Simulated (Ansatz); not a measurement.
C₂H₆BFO₂ (`COB(F)OC`), 12 atoms. Charge 0, multiplicity 1. All runs use 4 threads of a server CPU on a shared host. Correlated methods freeze the cores.

Task: Give the basis size and wall time and peak host memory of each of these runs in Ansatz. RKS B97M-V/def2-TZVPP energy; direct RPA on PBE orbitals/def2-TZVPP energy; RKS PBE0-D4/def2-TZVP frequencies; RHF-MP2/def2-QZVPP energy; RKS PBE0-D4/def2-QZVPP energy; RKS PBE0-D4/def2-SVP energy; RKS ωB97M-V/def2-QZVPP energy; RKS ωB97M-V/def2-SVP energy; RHF-CCSD(T)/def2-TZVPP energy; RKS r2SCAN0-D4/def2-TZVPP energy; RKS PBE-D4/def2-TZVPP energy and forces; RKS PBE0-D4/def2-TZVPP energy. (Best estimate.)

Result: Computed: Other jobs shared the machine, so times are rough.

| level | job | functions | wall time | peak host memory (GiB) |
| --- | --- | --- | --- | --- |
| RKS PBE0-D4/def2-SVP | energy | 114 | 1.1 s | 0.27 |
| RKS PBE0-D4/def2-TZVPP | energy | 270 | 2.8 s | 0.65 |
| RKS PBE-D4/def2-TZVPP | energy and forces | 270 | 2.8 s | 0.36 |
| RKS ωB97M-V/def2-SVP | energy | 114 | 3.2 s | 0.37 |
| RKS r2SCAN0-D4/def2-TZVPP | energy | 270 | 3.9 s | 0.68 |
| RKS B97M-V/def2-TZVPP | energy | 270 | 7 s | 0.45 |
| direct RPA on PBE orbitals/def2-TZVPP | energy | 270 | 7 s | 0.71 |
| RKS PBE0-D4/def2-QZVPP | energy | 522 | 9.5 s | 1.8 |
| RKS ωB97M-V/def2-QZVPP | energy | 522 | 19 s | 2.2 |
| RHF-MP2/def2-QZVPP | energy | 522 | 29 s | 3.6 |
| RHF-CCSD(T)/def2-TZVPP | energy | 270 | 3.6 min | 7.8 |
| RKS PBE0-D4/def2-TZVP | frequencies | 222 | 3.6 min | 0.65 |
